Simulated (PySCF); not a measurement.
Ligand exchange on a metal centre used in film growth or etching (Hf Br-H). Isolated molecules, 0 K electronic values unless said otherwise.

These are TPSSh-D3(BJ)/def2-TZVP // TPSS-D3(BJ)/def2-SVP in PySCF values and carry that method's errors. All candidates: neutral, multiplicity 1. 

```
Item             Result
-------------  --------
dipole moment    0.00 D
HOMO           -8.27 eV
LUMO           -2.86 eV
```

Task: Identify which member has these values.
A) [Hf(Br)3(H)]
B) [Hf(Br)(H)3]
C) [Hf(Br)4]

Result: C, [Hf(Br)4]. The others give [Hf(Br)(H)3]: 0.42 D, -8.04 eV, -2.65 eV; [Hf(Br)3(H)]: 0.33 D, -8.30 eV, -2.83 eV
